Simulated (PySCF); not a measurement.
A geometry optimisation on `CC#CBBr`.

Computed with PBE0-D3(BJ)/def2-SVP geometry optimisation, gas phase (PySCF 2.14.0). Start geometry: GFN2-xTB. The command runs a driver script over a list of jobs; the input below is this job's line of settings and its coordinates in Å.

Command:
```bash
OMP_NUM_THREADS=1 python probes_run.py task.json out
```

Input:
```
{"job": {"xc": "PBE0", "basis": "def2-SVP", "d3": "d3bj", "grid": 1, "shake": 0.01, "kind": "geom"}, "charge": 0, "multiplicity": 1}
C     -1.849960     0.183030     0.041090
C     -0.452710    -0.009120     0.061090
C      0.727090    -0.201820     0.074430
B      2.259550    -0.393260     0.090850
Br     3.354850     1.046600    -0.289010
H     -2.101360     1.269140     0.180430
H     -2.342740    -0.378730     0.820050
H     -2.248810    -0.101790    -0.934480
H      2.711880    -1.431200     0.349070
```

Task: What does the run print?

Result: 
```
step   0  E = -2714.81702453  max force = 0.076194
step   1  E = -2714.82351274  max force = 0.005168
step   2  E = -2714.82365471  max force = 0.001910
step   3  E = -2714.82367909  max force = 0.001404
step   4  E = -2714.82369757  max force = 0.000664
step   5  E = -2714.82370104  max force = 0.000365
optimisation converged
```

Energies in Eh; «max force» is the largest Cartesian gradient component in Eh/bohr.

Task: Give the first gradient maximum in eV/Å.

Result: With 1 Eh/bohr = 51.422 eV/Å, 3.918 eV/Å.

Task: How much energy does the optimisation release, in kcal/mol?

Result: E(step 0) − E(last step) = 0.006677 Eh, which is 4.2 kcal/mol.

Summary of the converged run: final energy -2714.82370 Eh after 5 steps; dipole 2.90 D.

On one thread of an Arm Neoverse V1, shared host with 32 logical CPUs at a one-minute load of 18, this took 26 s of wall time and 0.42 GiB of memory at its peak.
Labels such as C1 count atoms from 1, the log's own numbers from 0.
